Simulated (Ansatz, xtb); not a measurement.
## ClFH6Si3: which of two isomers lies lower

Structure I: `F[SiH2][SiH2][SiH2]Cl`, a singlet. Structure II: `F[Si@H](Cl)[SiH2][SiH3]`, a singlet. Both are isolated molecules in the gas phase, relaxed with PBE0-D3(BJ)/pcseg-1; each stands in its lowest conformer found.

Problem. Estimate which is lower in electronic energy at CCSD(T)/def2-SVP + ΔMP2/def2-TZVPP, and by roughly how much.

Solution. The CCSD(T)/def2-SVP + ΔMP2/def2-TZVPP calculation puts structure II lower, by 4.1 kcal/mol.

Level by level:

```csv
level,geometry,E(II) − E(I) (kcal/mol),departure from the last row (kcal/mol),"job, with rough time for the two"
PBE0-D3(BJ)/pcseg-1,PBE0-D3(BJ)/pcseg-1,−4.0,+0.1,"optimisation, 54 s"
HF/def2-SVP,PBE0-D3(BJ)/pcseg-1,−3.1,+1.0,part of the CCSD(T) run
MP2/def2-SVP,PBE0-D3(BJ)/pcseg-1,−4.6,−0.5,part of the CCSD(T) run
CCSD(T)/def2-SVP,PBE0-D3(BJ)/pcseg-1,−4.5,−0.4,single point
CCSD(T)/def2-SVP + ΔMP2/def2-TZVPP,PBE0-D3(BJ)/pcseg-1,−4.1,,"single point, 22 s"
```

As drawn, both hold the same kinds of bond in the same numbers.

The levels shown agree on the order. The largest departure from CCSD(T)/def2-SVP + ΔMP2/def2-TZVPP is that of HF/def2-SVP, 1.0 kcal/mol. Levels run at GFN2-xTB geometries aren't shown. The last row adds to CCSD(T) the change of the MP2 difference between the two basis sets, here +0.4 kcal/mol.

With harmonic frequencies from PBE0-D3(BJ)/pcseg-1 (ideal gas, rigid rotor, one conformer each, 298.15 K, 1 atm): on the last row, ΔE + ΔZPE = −4.5 kcal/mol. A mode under 50 cm⁻¹ makes harmonic enthalpies and free energies unreliable, so none is given.

The correlated steps freeze 21 core orbitals. Codes used: Ansatz 0.2.0; the last row on 2 threads of Intel(R) Xeon(R) 6975P-C (Granite Rapids) on a shared host.
